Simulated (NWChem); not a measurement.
The numbers come from NWChem runs, not from measurements. System: THF (C₄H₈O), charge 0, spin multiplicity 1, at a geometry optimised with PBE/def2-SVP. Level: G0W0@PBE/def2-SVP, RI basis def2-svp-rifit.

Input file:

```
start mol
memory heap 200 mb stack 700 mb global 1700 mb
geometry units angstroms nocenter noautoz
  C      0.352962     0.681857     0.995402
  C     -0.352962    -0.681857     0.995402
  C     -0.071911    -1.168311    -0.432429
  O      0.000000     0.000000    -1.250565
  C      0.071911     1.168311    -0.432429
  H     -0.026270     1.377116     1.770345
  H      1.443763     0.553720     1.159036
  H      0.026270    -1.377116     1.770345
  H     -1.443763    -0.553720     1.159036
  H     -0.863898    -1.842548    -0.826163
  H      0.894065    -1.729320    -0.478796
  H     -0.894065     1.729320    -0.478796
  H      0.863898     1.842548    -0.826163
  symmetry group C2
end
basis spherical
  * library def2-svp
end
basis "ri basis" bse spherical
  * library def2-svp-rifit
end
dft
  xc xpbe96 cpbe96
  iterations 100
  direct
  tolerances tight
end
task dft energy
gw
  states alpha occ 4 vir 2
end
task dft gw
```

NWChem printed:

```
             Northwest Computational Chemistry Package (NWChem) 7.3.0
             --------------------------------------------------------

                                NWChem Input Module
                                -------------------

 Scaling coordinates for geometry "geometry" by  1.889725989
 (inverse scale =  0.529177249)

 Turning off AUTOSYM since
 SYMMETRY directive was detected!

                             Geometry "geometry" -> ""
                             -------------------------

 Output coordinates in angstroms (scale by  1.889725989 to convert to a.u.)

  No.       Tag          Charge          X              Y              Z
 ---- ---------------- ---------- -------------- -------------- --------------
    1 C                    6.0000     0.35296200     0.68185700     0.99540200
    2 C                    6.0000    -0.35296200    -0.68185700     0.99540200
    3 C                    6.0000    -0.07191100    -1.16831100    -0.43242900
    4 O                    8.0000     0.00000000     0.00000000    -1.25056500
    5 C                    6.0000     0.07191100     1.16831100    -0.43242900
    6 H                    1.0000    -0.02627000     1.37711600     1.77034500
    7 H                    1.0000     1.44376300     0.55372000     1.15903600
    8 H                    1.0000     0.02627000    -1.37711600     1.77034500
    9 H                    1.0000    -1.44376300    -0.55372000     1.15903600
   10 H                    1.0000    -0.86389800    -1.84254800    -0.82616300
   11 H                    1.0000     0.89406500    -1.72932000    -0.47879600
   12 H                    1.0000    -0.89406500     1.72932000    -0.47879600
   13 H                    1.0000     0.86389800     1.84254800    -0.82616300

 Effective nuclear repulsion energy (a.u.)     189.7908730651

            Nuclear Dipole moment (a.u.)
            ----------------------------
        X                 Y               Z
 ---------------- ---------------- ----------------
     0.0000000000     0.0000000000    -0.0000000000

      Symmetry information
      --------------------

 Group name             C2
 Group number              4
 Group order               2
 No. of unique centers     7

      Symmetry unique atoms

     1    3    4    6    7   10   11


 Summary of "ao basis" -> "" (spherical)
 ------------------------------------------------------------------------------
       Tag                 Description            Shells   Functions and Types
 ---------------- ------------------------------  ------  ---------------------
 *                          def2-svp                  on all atoms

 new library libraries.bse/

 Summary of "ri basis" -> "" (spherical)
 ------------------------------------------------------------------------------
       Tag                 Description            Shells   Functions and Types
 ---------------- ------------------------------  ------  ---------------------
 *                       def2-svp-rifit               on all atoms

  pbe96 is a nonlocal functional; adding pw91lda local functional.

                                 NWChem DFT Module
                                 -----------------

 Summary of "ao basis" -> "ao basis" (spherical)
 ------------------------------------------------------------------------------
       Tag                 Description            Shells   Functions and Types
 ---------------- ------------------------------  ------  ---------------------
 C                          def2-svp                 6       14   3s2p1d
[...]
    96     -0.202971  11 H  s               101      0.202971  12 H  s
    97     -0.167503  11 H  s               102      0.167503  12 H  s
    91      0.151690  10 H  s               106     -0.151690  13 H  s
     3      0.145094   1 C  s                17     -0.145094   2 C  s

 Vector   21  Occ=0.000000D+00  E= 3.046778D-02  Symmetry=a
              MO Center= -6.0D-14,  1.3D-14,  7.3D-01, r^2= 7.0D+00
   Bfn.  Coefficient  Atom+Function         Bfn.  Coefficient  Atom+Function
  ----- ------------  ---------------      ----- ------------  ---------------
     3      1.067239   1 C  s                17      1.067239   2 C  s
    72     -0.721596   6 H  s                82     -0.721596   8 H  s
    77     -0.709647   7 H  s                87     -0.709647   9 H  s
    31      0.609369   3 C  s                59      0.609369   5 C  s
    97     -0.578001  11 H  s               102     -0.578001  12 H  s

 Vector   22  Occ=0.000000D+00  E= 5.357429D-02  Symmetry=b
              MO Center=  3.9D-14, -1.1D-14,  7.3D-01, r^2= 6.3D+00
   Bfn.  Coefficient  Atom+Function         Bfn.  Coefficient  Atom+Function
  ----- ------------  ---------------      ----- ------------  ---------------
    77      0.911078   7 H  s                87     -0.911078   9 H  s
    97      0.621995  11 H  s               102     -0.621995  12 H  s
    72     -0.597275   6 H  s                82      0.597275   8 H  s
     3     -0.530335   1 C  s                17      0.530335   2 C  s
    31     -0.440296   3 C  s                59      0.440296   5 C  s

 Vector   23  Occ=0.000000D+00  E= 7.638808D-02  Symmetry=b
              MO Center= -2.5D-16, -3.9D-15,  1.0D-01, r^2= 8.4D+00
   Bfn.  Coefficient  Atom+Function         Bfn.  Coefficient  Atom+Function
  ----- ------------  ---------------      ----- ------------  ---------------
    31     -1.275846   3 C  s                59      1.275846   5 C  s
     3      1.173370   1 C  s                17     -1.173370   2 C  s
    92      0.940421  10 H  s               107     -0.940421  13 H  s
    97      0.752564  11 H  s               102     -0.752564  12 H  s
    72     -0.670068   6 H  s                82      0.670068   8 H  s

 center of mass
 --------------
 x =   0.00000000 y =   0.00000000 z =  -0.08436810

 moments of inertia (a.u.)
 ------------------
         447.205396082205         -33.649786703878           0.000000000000
         -33.649786703878         265.809039567891           0.000000000000
           0.000000000000           0.000000000000         255.906830406212

     Multipole analysis of the density
     ---------------------------------

     L   x y z        total         alpha         beta         nuclear
     -   - - -        -----         -----         ----         -------
     0   0 0 0     -0.000000    -20.000000    -20.000000     40.000000

     1   1 0 0     -0.000000     -0.000000     -0.000000      0.000000
     1   0 1 0     -0.000000     -0.000000     -0.000000      0.000000
     1   0 0 1      0.660001      0.330000      0.330000     -0.000000

     2   2 0 0    -23.143707    -27.317868    -27.317868     31.492030
     2   1 1 0      0.166661     -9.762154     -9.762154     19.690969
     2   1 0 1      0.000000      0.000000      0.000000      0.000000
     2   0 2 0    -22.053017    -80.904604    -80.904604    139.756191
     2   0 1 1     -0.000000     -0.000000     -0.000000      0.000000
     2   0 0 2    -25.790489    -79.716457    -79.716457    133.642425

 Task  times  cpu:       17.1s     wall:       17.1s

                                NWChem Input Module
                                -------------------

                                 NWChem GW Module
                                 ----------------

                             ***********************
                             ***        GW       ***
                             ***********************

 Summary of "ri basis" -> "ri basis" (spherical)
 ------------------------------------------------------------------------------
       Tag                 Description            Shells   Functions and Types
 ---------------- ------------------------------  ------  ---------------------
 C                       def2-svp-rifit             16       48   6s5p4d1f
 O                       def2-svp-rifit             16       48   6s5p4d1f
 H                       def2-svp-rifit              6       14   3s2p1d

                 Memory Information
                 ------------------
          Available GA per process is          1699.9 MBs
          Available stack per process is        700.0 MBs
          Available heap per process is           0.0 MBs

          Peak memory in Initialization
              Peak GA per process is                  7.5 MBs
              Peak stack per process is               0.1 MBs
              Peak heap per process is                7.8 MBs
              Memory not in MA per process            0.0 MBs

          Peak memory in AFF Calculation
              Peak GA per process is                 35.9 MBs
              Peak stack per process is              24.7 MBs
              Peak heap per process is                0.0 MBs
              Memory not in MA per process           24.7 MBs

          Computing 2-center integrals
          Computing Inverse Cholesky factor
          Computing 3-center integrals
          Computing V_xc ...

 Grid integrated density:      40.000067425497
 Requested integration accuracy:   0.10E-05
          Computing Sigma_x
          Computing RPA polarizability
          Solving quasiparticle equations

                  Alpha Orbitals
          State     Energy (eV)     Error (eV)
          -----------------------------------
@GW        17        -11.674           0.002
@GW        18        -11.478           0.002
@GW        19        -10.341           0.002
@GW        20         -8.475           0.002
@GW        21          3.683           0.002
@GW        22          4.513           0.002

   Applying  -3.2224 eV scissor-shift to rest of particle states

   Applying   2.8540 eV scissor-shift to rest of hole states

     GW Timing Statistics
   ------------------------
   Init.   :          0.1s
     ERIs  :          2.3s
     Distr.:          0.0s
     Vxc   :          1.0s
   Sigma_x :          0.0s
   RPA     :          2.1s
   Wmn     :          0.1s
   Sigma_c :          0.0s
   GW total:          5.6s

 Task  times  cpu:        5.6s     wall:        5.6s

 Total times  cpu:       22.8s     wall:       22.8s
```
